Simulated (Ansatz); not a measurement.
Ir3. Total charge 0; quartet. Geometry PBE0-D4/def2-TZVP; atoms count from 1.

```xyz
3

Ir   -0.5018   -0.8749   -0.9160
Ir    1.2872    0.4336   -0.1061
Ir   -0.7854    0.4412    1.0221
```

In the def2 sets Ir takes a core potential; there is no spin–orbit coupling. The structure comes from a short search, and lower isomers may exist.

Problem. Estimate the Mulliken populations from the PBE0/def2-TZVP orbitals of Ansatz.

Solution. 
```tsv
atom	charge (e)	spin (α − β)	d electrons
Ir1	0.00	1.00	7.89
Ir2	0.00	1.00	7.89
Ir3	0.00	1.00	7.89
```
Mulliken values and Mayer orders depend strongly on the basis.

Problem. Where does the spin sit?

Solution. Summed by element: Ir 3.00, of 3 unpaired in all. Largest on single atoms: Ir1 1.00, Ir2 1.00, Ir3 1.00.

Problem. And the Mayer bond orders between bonded heavy atoms (over 0.3)?

Solution. Ir1–Ir2 1.50 (2.36 Å); Ir1–Ir3 1.50 (2.36 Å); Ir2–Ir3 1.50 (2.36 Å).
